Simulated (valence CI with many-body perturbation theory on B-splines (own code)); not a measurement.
## Pr38+: one-electron terms

Method: valence CI with perturbative core correlation (CI+MBPT): three valence electrons over a frozen Dirac-Fock core [Ar], a basis of 7 s, 7 p, 8 d, 6 f, 4 g, 1 h functions for each j, with the one-electron correlation potential Σ1, the two-electron term Σ2, the three-electron term Σ3, Breit, model QED; selected CI, second order for the rest, scaled by the run's own slope (own B-spline code, finite nucleus).

No measured spectrum was set against this ion. As an estimate, large intervals hold to a few tenths of a per cent, small ones and those within an open d or f shell to about a per cent. Only levels of the ground parity were solved; by the run's estimate the other parity begins above the list, which can be wrong where configurations are misplaced.

These are the spectroscopic orbitals of the CI (the correlating ones are not listed), shaped by the core and the other valence electrons. h is the expectation value of the core's Dirac-Fock operator, without the valence repulsion; Σ1 is computed up to l = 3 at one energy for each symmetry, that of its lowest orbital but kept below the first core excitation, so for empty shells it is not the orbital's own correlation shift; Breit and QED include the response of the core.

```
Orbital  h (hartree)  Σ1 (cm⁻¹)  Breit (cm⁻¹)  QED (cm⁻¹)  ⟨r⟩ (bohr)
  4s1/2      -64.215      -7980          6604        4914      0.4960
  5s1/2        -39.3      -3033          3163        2397      0.8082
  6s1/2      -26.539      -1517          1733        1334       1.199
  4p1/2      -62.049     -10609         10559       -87.1      0.4906
  5p1/2      -38.232      -3836          5172       -37.5      0.8084
  6p1/2      -25.937      -1884          2876       -19.6       1.204
  4p3/2      -60.469     -10094          6515         410      0.5045
  5p3/2      -37.468      -3759          3200         206      0.8255
  6p3/2       -25.51      -1867          1888         117       1.225
  3d3/2      -108.03     -22073         13092       -1097      0.2203
  4d3/2      -57.348     -10299          4866        -314      0.4805
  5d3/2      -35.975      -3945          2373        -144      0.8125
  3d5/2      -107.04     -20904          6631        -513      0.2234
  4d5/2      -56.989      -9957          2490        -115      0.4842
  5d5/2      -35.797      -3789          1197       -47.2      0.8171
  4f5/2      -54.174     -25084           566        -201      0.4338
  5f5/2      -34.506      -9880           247       -94.7      0.7754
  4f7/2      -54.051     -21607          -186        -122      0.4355
  5f7/2      -34.439      -8504         -57.8       -53.8      0.7773
  5g7/2      -33.712                     45.6       -25.3      0.6977
  5g9/2      -33.682                    -36.4        -5.6      0.6987
```

Among the shells of the start configuration 3d3, Σ1 is largest in size for 3d3/2, where it is 0.093 % of h.

Lowest root of each symmetry, sizes in configuration state functions:

| J | Parity | Roots | Reference | Variational | Second order | Change by selected CI (cm⁻¹) | Change by second order (cm⁻¹) |
| --- | --- | --- | --- | --- | --- | --- | --- |
| 1/2 | even | 2 | 54 | 2241 | 126 | -5687 | 0 |
| 3/2 | even | 5 | 90 | 4046 | 2270 | -5157 | 0 |
| 5/2 | even | 5 | 102 | 4850 | 4958 | -3907 | 0 |
| 7/2 | even | 3 | 89 | 4679 | 354 | -4607 | 0 |
| 9/2 | even | 3 | 68 | 3979 | 299 | -4992 | 0 |
| 11/2 | even | 1 | 37 | 2855 | 297 | -5401 | 0 |
